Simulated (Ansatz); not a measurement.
CH6AlClSi, SMILES `C[SiH]([AlH2])Cl`. Charge 0, multiplicity 1.

Cartesian coordinates in Å:
```
C 1.0358 0.3226 1.2084
Si -0.5168 0.4970 0.1756
Al -0.5807 -0.9161 -1.8439
Cl -2.1437 0.0231 1.3858
H 1.1739 -0.7066 1.5454
H 1.9109 0.6141 0.6207
H 0.9796 0.9677 2.0879
H -0.6863 1.9388 -0.1720
H -1.7069 -2.0155 -2.0445
H 0.5341 -0.7250 -2.9632
```

Task: What are the harmonic wavenumbers in cm⁻¹ at PBE0-D4/def2-TZVP (Ansatz, finite differences of forces, unscaled)? (Estimate.)

Result: The calculation gave: 17i, 100, 144, 171, 192, 357, 425, 517, 530, 647, 703, 737, 764, 822, 894, 1270, 1442, 1450, 1903, 1927, 2181, 3048, 3134, 3144.
